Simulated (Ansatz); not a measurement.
Input file for Ansatz (a program for electronic structure): R-CCSD(T)/cc-pVTZ on C2H7BO (SMILES CBOC), a point of a torsion scan.

Ansatz 0.2 input:
```yaml
crystal:
  periodic: [false, false, false]
  atoms:
    - {symbol: C, position_ang: [-1.23930072, 0.44565716, 0.15761988]}
    - {symbol: B, position_ang: [-0.53635075, -0.96259004, -0.07995574]}
    - {symbol: O, position_ang: [-0.10912787, -1.75939677, 0.89604889]}
    - {symbol: C, position_ang: [-0.21005414, -1.46928201, 2.27023650]}
    - {symbol: H, position_ang: [-0.77767522, 1.01053929, 0.96588221]}
    - {symbol: H, position_ang: [-2.28172184, 0.29642943, 0.44024953]}
    - {symbol: H, position_ang: [-1.23809657, 1.06963199, -0.73095226]}
    - {symbol: H, position_ang: [-0.36251422, -1.40093836, -1.15588462]}
    - {symbol: H, position_ang: [0.07112787, -2.36761046, 2.82206773]}
    - {symbol: H, position_ang: [-1.22894829, -1.18165238, 2.54034822]}
    - {symbol: H, position_ang: [0.46818606, -0.65578233, 2.54110220]}
basis:
  gaussian:
    orbitals: cc-pVTZ
magnetization: {spin_polarized: false}
correlation: {method: ccsd_t, electrons: outside_noble_gas}
scf: {lower_state_search: off}
```

Program output:

```
WARN ansatz: RAYON_NUM_THREADS=1 ignored (pool sized by the plan → 1); use --threads N
Functional definition: HF
these checks for a lower state are left out or cut short: stability, starts, cluster_reference, orbital_swaps, neighbouring_geometries, increment
integrals: 1.05 GiB planned
1236 factors; integrals over basis functions are off by at most 1.0e-3 eV
mean field: 0.56 GiB planned
mean field evaluation 1: about -4880.4104 eV, gradient 3.6e1 eV
mean field evaluation 2: about -4880.4114 eV, gradient 3.6e1 eV
mean field evaluation 4: about -4883.4300 eV, gradient 4.4e0 eV
mean field evaluation 8: about -4883.4803 eV, gradient 2.1e-4 eV
mean field -4883.48029500 eV, -179.4645906993 hartree, gradient 2.2e-6 eV, S^2 0.000000; 0 other end points of the search recorded, 0 dependent functions left out
4 core orbitals not correlated
reference -4883.48029500 eV, -179.4645906993 hartree; 12, 12 occupied and 202, 202 virtual orbitals, 1236 factors
second order -18.90115973 eV of doubles, -0.00000000 eV of singles
coupled cluster: 1.46 GiB planned
cycle   1  -19.41608052 eV  change   -5.1e-1 eV  update   9.0e-2
cycle   2  -19.87212169 eV  change   -4.6e-1 eV  update   2.6e-2
cycle   3  -19.97229730 eV  change   -1.0e-1 eV  update   1.4e-2
cycle   4  -19.96270790 eV  change    9.6e-3 eV  update   4.0e-3
cycle   5  -19.96262936 eV  change    7.9e-5 eV  update   2.0e-3
cycle   6  -19.96297273 eV  change   -3.4e-4 eV  update   5.6e-4
cycle   7  -19.96270142 eV  change    2.7e-4 eV  update   1.8e-4
cycle   8  -19.96270015 eV  change    1.3e-6 eV  update   5.2e-5
cycle   9  -19.96271841 eV  change   -1.8e-5 eV  update   1.5e-5
perturbative correction -0.72989008 eV, -0.0268229656 hartree
Total energy: -4904.17290348 eV, -180.2250300352 hartree
Checks for a lower state left out: stability, starts, cluster_reference, orbital_swaps, neighbouring_geometries, increment
```

Self-consistency was reached.

Cost: very roughly 10 core-minutes.
